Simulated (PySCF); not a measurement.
Delta-SCF ions had no search for a lower state. Excitations are Tamm–Dancoff values on a coarser integration grid. The basis has no diffuse functions, so Rydberg states are missing or too high.

Cartesian coordinates (Å):
```xyz
9

B      1.6665     0.0641     0.2774
S      0.2448    -0.6378    -0.3720
C     -1.2664     0.2770    -0.1795
O      0.0257    -1.8984    -1.1058
H      1.4672     1.1033     0.8055
H      2.6797    -0.5276     0.1534
H     -1.6598     0.4885    -1.1713
H     -1.0397     1.1936     0.3583
H     -1.9672    -0.3428     0.3753
```
Charge 0, spin multiplicity 1.

Estimate the HOMO, vertical ionisation energy (Delta-SCF) and S1 excitation (TDA) that M06-2X/def2-TZVP in PySCF returns for this input.


- HOMO = -7.97 eV
- vertical ionisation energy (Delta-SCF) = 9.00 eV
- S1 excitation (TDA) = 5.05 eV
